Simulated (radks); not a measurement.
The numbers below are computed, except where a source is named.
Valence configurations of Ti III (all share [Ar]). Code: a radial shooting solver on a logarithmic mesh with Libxc functionals. Model: scalar-relativistic Kohn-Sham, LDA (Slater exchange, Perdew-Wang correlation), spin-polarised, spherical densities, finite nucleus; open shells are filled with parallel spins first; Fermi nuclear charge, rms radius 3.5921 fm. Energies are relative to 3d2; eigenvalues in eV for spin up.

\begin{tabular}{lrrrrr}
valence & E (eV) & moment (Bohr magnetons) & e(3d) & e(4p) & e(4s) \\ \hline
3d2 & 0.000 & 2 & -20.598 & - & - \\
4p2 & 22.703 & 2 & - & -17.540 & - \\
4s2 & 12.837 & 0 & - & - & -21.313 \\
3d1 4s1 & 4.455 & 2 & -25.617 & - & -19.814 \\
3d1 4p1 & 9.425 & 2 & -26.576 & -15.391 & - \\
3d1.5 4p0.5 & 4.301 & 2 & -23.535 & -14.183 & - \\
3d1.5 4s0.5 & 1.913 & 2 & -23.048 & - & -18.644 \\
\end{tabular}

NIST lists [Ar] 3d2 as the ground configuration; this level of theory agrees among the configurations tried. The energies are those of spherical high-spin densities, not of single terms.
